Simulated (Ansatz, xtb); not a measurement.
## Two isomers of C2H5NOSi

We compare a, `CO[SiH2]C#N`, a singlet, with b, `C#C[Si@H](N)O`, a singlet. Both are isolated molecules in the gas phase, relaxed with B3LYP/def2-SVP; the shapes shown needn't be the lowest conformers.

a (Å):

```xyz
10

C     0.3133   -0.6742   -0.0116
C    -2.8432    0.0087    1.3367
N    -3.3996    1.0281    1.3481
O    -0.3029   -1.3269    1.0829
Si   -1.9135   -1.6174    1.2958
H    -0.0131    0.3778   -0.0927
H     0.0947   -1.1841   -0.9676
H     1.4018   -0.6888    0.1470
H    -2.0847   -2.2742    2.6084
H    -2.5120   -2.4014    0.1823
```

b (Å):

| atom | x (Å) | y (Å) | z (Å) |
| --- | --- | --- | --- |
| C | -2.7234 | -3.5328 | 1.1396 |
| C | -2.3052 | -2.7253 | 0.3295 |
| N | -0.0131 | -1.0062 | -0.5415 |
| O | -2.6886 | -0.2840 | -0.9053 |
| Si | -1.6089 | -1.5517 | -0.9057 |
| H | -3.0986 | -4.2422 | 1.8549 |
| H | -1.5024 | -2.2330 | -2.2239 |
| H | 0.7827 | -1.4452 | -0.9940 |
| H | 0.2304 | -0.6775 | 0.3886 |
| H | -2.4035 | 0.4914 | -1.4048 |

Quicker runs give these differences E(b) − E(a): GFN2-xTB +6.7 kcal/mol; HF/STO-3G +37.2 kcal/mol (at GFN2-xTB geometries); r2SCAN-D4/def2-SVP −2.3 kcal/mol (at GFN2-xTB geometries).

Estimate which is lower in electronic energy at CCSD(T)/def2-SVP + ΔMP2/def2-TZVPP, and by roughly how much.

Not settled: CCSD(T)/def2-SVP + ΔMP2/def2-TZVPP gives E(b) − E(a) = −7.3 kcal/mol, but this leans on the basis-set step: CCSD(T) alone gives +3.7 kcal/mol.

How the difference moves with the method:

```csv
level,geometry,E(b) − E(a) (kcal/mol),departure from the last row (kcal/mol),"job, with rough time for the two"
GFN2-xTB,GFN2-xTB,+6.7,+13.9,"optimisation, 0.21 s"
HF/STO-3G,GFN2-xTB,+37.2,+44.4,"single point, 0.42 s"
r2SCAN-D4/def2-SVP,GFN2-xTB,−2.3,+4.9,"single point, 2.5 s"
B3LYP/def2-SVP,B3LYP/def2-SVP,+1.3,+8.5,"optimisation, 53 s"
HF/def2-SVP,B3LYP/def2-SVP,+2.6,+9.8,part of the CCSD(T) run
MP2/def2-SVP,B3LYP/def2-SVP,+1.4,+8.7,part of the CCSD(T) run
CCSD(T)/def2-SVP,B3LYP/def2-SVP,+3.7,+10.9,single point
CCSD(T)/def2-SVP + ΔMP2/def2-TZVPP,B3LYP/def2-SVP,−7.3,,"single point, 24 s"
```

As drawn, b has 1 C≡C, 1 N–Si, 2 N–H, 1 O–H in place of 1 C–O, 1 C≡N, 2 C–H, 1 Si–H.

GFN2-xTB, HF/STO-3G, B3LYP/def2-SVP, HF/def2-SVP, MP2/def2-SVP, CCSD(T)/def2-SVP put the two in the other order. The largest departure from CCSD(T)/def2-SVP + ΔMP2/def2-TZVPP is that of HF/STO-3G, 44.4 kcal/mol. The last row adds to CCSD(T) the change of the MP2 difference between the two basis sets, here −10.9 kcal/mol, a large step that makes the value less sure.

With harmonic frequencies from B3LYP/def2-SVP (ideal gas, rigid rotor, one conformer each, 298.15 K, 1 atm): the zero-point term adds +0.1 kcal/mol; ΔH is −6.9 and ΔG −6.5 kcal/mol.

The correlated steps freeze 9 core orbitals. Codes used: Ansatz 0.2.0, xtb 6.7.1; the last row on 2 threads of Intel(R) Xeon(R) Processor @ 2.70GHz on a shared host.
